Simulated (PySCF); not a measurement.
A species of formula C7H7ClO3 has this rotational fingerprint, computed with PBE0/pcSseg-1 in PySCF (dipole) on a GFN2-xTB geometry, gas phase:

- Rotational constants: A = 3194, B = 433.9, C = 383.9 MHz
- Dipole components: |μa| = 0.67 D, |μb| = 0.65 D, |μc| = 0.00 D
- Inertial defect: -6.29 u·Å²
- κ: -0.96

Question: Which candidate fits, each taken in the one conformer that was computed?
A. `[CH3:1][O:2][C:3](=[O:4])[C:5]1=[CH:6][CH2:7][C:8]([Cl:9])=[CH:10][O:11]1` with C1–O2–C3–O4 0°, O2–C3–C5–C6 180°
B. `[CH3:1][CH:2]([CH3:3])[C:4]1=[C:5]([Cl:6])[C:7](=[O:8])[O:9][C:10]1=[O:11]` with C1–C2–C4–C5 119°

Answer: A. It is COC(=O)C1=CCC(Cl)=CO1, a near-prolate asymmetric top, point group Cs. The candidates at the same level (rigid rotor, commonest isotopes):

```csv
SMILES,A (MHz),B (MHz),C (MHz),μa (D),μb (D),μc (D),Δ (u·Å²),point group,rotor
CC(C)C1=C(Cl)C(=O)OC1=O,1284,850.9,574.6,2.29,3.59,0.00,-107.94,Cs,asymmetric top
COC(=O)C1=CCC(Cl)=CO1,3194,433.9,383.9,0.67,0.65,0.00,-6.29,Cs,near-prolate asymmetric top
```

`CC(C)C1=C(Cl)C(=O)OC1=O` has B 96 % too high. In the right answer the mirror of this Cs structure is the ab plane, so μc vanishes by symmetry. No structure here is proved a minimum.
